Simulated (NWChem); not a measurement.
System: GeSiH$_{4}$, singlet; SMILES [SiH3][GeH]

All runs: NWChem. Low-valent species are run as closed-shell singlets; no triplet was tried in these runs. The geometry was optimised at PBE0/def2-SVP.

Question: Predict the results for LDA (Slater exchange, PW92)/def2-TZVP. Quantities: highest occupied level (eV); orbital gap (eV); dipole (D).

Answer: 
| Item | Value |
|---|---|
| highest occupied level (eV) | -5.81 |
| orbital gap (eV) | 1.43 |
| dipole (D) | 0.42 |
